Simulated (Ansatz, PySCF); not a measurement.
B(CF3)(H)(OH) (CH2BF3O), SMILES OBC(F)(F)F. Atoms are numbered in the order given.

```xyz
8

B      0.7630    -1.0364     0.0000
C      0.0462     0.4074     0.0000
F      0.3708     1.1312    -1.0876
F      0.3708     1.1312     1.0876
F     -1.3106     0.2794     0.0000
H      1.9600    -1.1294     0.0000
O      0.0020    -2.1342     0.0000
H     -0.9483    -1.9349     0.0000
```
Charge 0, spin multiplicity 1.

Coordinates come from a B3LYP-D3(BJ)/def2-SVP optimisation. One conformer was computed; it need not be the lowest.

Vertical ionisation energy (IE) and electron affinity (EA) in eV. Rows of orbital energies are one-electron estimates. Where ΔSCF, EOM or ADC give a negative EA the extra electron is unbound and the value depends on the basis.

```tsv
level	IE	EA
−ε(HOMO), −ε(LUMO), CAM-B3LYP/def2-TZVP (PySCF)	11.14	0.08
−ε(HOMO), −ε(LUMO), PBE/def2-TZVP (PySCF)	[?]	[?]
ΔSCF, PBE0/def2-SVPD (Ansatz), final states of multiplicity 2 and 2	12.19	-0.76
ΔSCF, PBE/def2-SVPD (Ansatz), final states of multiplicity 2 and 2	11.58	-0.72
```

Task: Fill in the missing entries. (Estimate from the structure and the level; the computed values follow.)

Result: 
- −ε(HOMO), −ε(LUMO), PBE/def2-TZVP (PySCF), IE: 7.92
- −ε(HOMO), −ε(LUMO), PBE/def2-TZVP (PySCF), EA: 2.20

Task: What vertical singlet–triplet gap does ΔSCF give with PBE0/def2-SVPD (Ansatz, a first-principles code) and with PBE/def2-SVPD (Ansatz)? (Estimate from the structure and the level; the computed values follow.)

Result: 5.89 and 5.41 eV (triplet above singlet where positive).
